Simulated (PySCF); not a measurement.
From computed data to an observable: dipole moment from atomic charges

CH₃Cl₂NSi₂, SMILES Cl[Si]1(Cl)C=N[SiH2]1. Atoms are numbered in the order given.

```xyz
9

Cl     1.4629    -0.0990     1.6626
Si     0.2532     0.0212     0.0000
Cl     1.4629    -0.0990    -1.6626
C     -0.9838     1.4732     0.0000
N     -2.1553     0.9414     0.0000
Si    -1.8965    -0.8514     0.0000
H     -0.8608     2.5718     0.0000
H     -2.4408    -1.5063    -1.2190
H     -2.4408    -1.5063     1.2190
```
Charge 0, spin multiplicity 1.

Geometry: ωB97X-D3(BJ)/def2-SVP. The structure was generated by enumeration, and PubChem lists no compound with its InChIKey, so it may never have been made.

Charges (e) from PBE/def2-TZVP in PySCF:

| atom | Mulliken | ESP fit |
|---|---|---|
| Cl1 | -0.188 | -0.053 |
| Si2 | 0.365 | -0.103 |
| Cl3 | -0.188 | -0.053 |
| C4 | -0.087 | 0.249 |
| N5 | -0.198 | -0.460 |
| Si6 | 0.183 | 0.468 |
| H7 | 0.120 | 0.073 |
| H8 | -0.004 | -0.060 |
| H9 | -0.004 | -0.060 |

The dipole moment of the full density is 0.53 D.

Q: What dipole moment does each set of point charges give, and which comes closer to that of the density?

A: 
μ = Σ q r, and 1 e Å = 4.8032 D.
Mulliken: Σ q r = (-0.376, -0.105, 0.000) e Å, |μ| = 1.88 D.
ESP fit: Σ q r = (-0.092, -0.088, 0.000) e Å, |μ| = 0.61 D.
ESP fit comes closer in size. Point charges leave out the atoms' own dipoles (lone pairs, polarised bonds); fits to the potential absorb them, partitions of the density don't.
